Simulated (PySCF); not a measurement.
# Germanium: highly charged ions in a basis for the neutral atom

Ge(19+) [Ne] 3s2 3p1, Ge(20+) [Ne] 3s2. Computed with PySCF 2.14 in def2-TZVP, with no relativity, point nucleus. No spin-orbit coupling, so a gap to NIST mixes the basis error with missing relativistic terms.

Changed run: basis of the neutral atom used for a highly charged ion. This setting is unsound on purpose.

| species | method | sound run (hartree) | changed run (hartree) | converged |
| --- | --- | --- | --- | --- |
| Ge(19+) | UHF | not run | -1872.11974 | yes |
| Ge(19+) | B3LYP | not run | -1872.60596 | yes |
| Ge(19+) | r2SCAN | not run | -1872.60610 | yes |
| Ge(20+) | UHF | not run | -1844.98233 | yes |
| Ge(20+) | B3LYP | not run | -1845.39724 | yes |
| Ge(20+) | r2SCAN | not run | -1845.41192 | yes |

Ionisation energy of Ge(19+):

```csv
method,changed run (eV),NIST (eV)
UHF,738.45,744 ± 3
B3LYP,740.39,744 ± 3
r2SCAN,739.99,744 ± 3
```

The contracted functions were made for the neutral atom and can be too rigid for a highly charged ion.
